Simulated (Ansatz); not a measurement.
Relaxation of ClFHIn (4 atoms, charge 0, multiplicity 1), to a largest force component of 0.015 eV/Å in at most 40 steps.

Computed with Ansatz, RKS B3LYP/def2-mTZVP.

```xyz
4
Properties=species:S:1:pos:R:3
F -2.038 -0.587 -0.334
In -0.201 -0.130 -0.490
Cl 0.642 -2.277 -1.672
H -0.101 1.489 -1.178
```

Question: Where does it end, and by what steps?

Answer: The forces met the threshold. After 6 steps the energy has fallen by 0.901 eV; In2 moved furthest, 0.47 Å.

```tsv
step	energy less start (eV)	largest force component (eV/Å)	accepted
0	0.0000	2.384	yes
1	-0.6377	1.226	yes
2	-0.8610	0.576	yes
3	-0.8978	0.184	yes
4	-0.9004	0.050	yes
5	-0.9007	0.022	yes
6	-0.9007	0.001	yes
```

```xyz
4
Properties=species:S:1:pos:R:3
F -2.156 -0.637 -0.147
In -0.403 -0.178 -0.917
Cl 0.740 -2.124 -1.549
H 0.120 1.434 -1.062
```

Whether the end is a true minimum wasn't checked by a vibrational analysis.

The run took 60 s on 1 thread of AMD EPYC (Zen 3), on a shared host, peak memory 0.17 GiB.
